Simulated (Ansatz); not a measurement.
C3H6BBr (`CB/C=C/Br`) at its PBE0-D4/def2-TZVP geometry, where that method's forces vanish. Charge 0, multiplicity 1.

```xyz
11

C     0.2408    0.5349    1.4856
B    -0.8636    0.1340    0.4604
C    -0.6071   -0.3688   -0.9789
C     0.6315   -0.4911   -1.4527
Br    1.0517   -1.0901   -3.1803
H     0.0620    1.5632    1.8230
H     0.1252   -0.0742    2.3907
H     1.2785    0.4601    1.1562
H    -2.0084    0.2203    0.8143
H    -1.4326   -0.6326   -1.6347
H     1.5219   -0.2557   -0.8837
```

Task: What forces (eV/Å) does PBE-D4/def2-TZVPP give on these atoms in Ansatz? (Estimate.)

Result: The calculation gave: 
```
C1  -0.069 -0.046 -0.128
B2   0.004 -0.011 -0.031
C3  -0.410  0.098  0.317
C4   0.311 -0.020 -0.084
Br5  0.107 -0.109 -0.318
H6  -0.031  0.195  0.088
H7  -0.019 -0.100  0.191
H8   0.217 -0.012 -0.056
H9  -0.133  0.007  0.034
H10 -0.190 -0.053 -0.131
H11  0.212  0.051  0.118
```
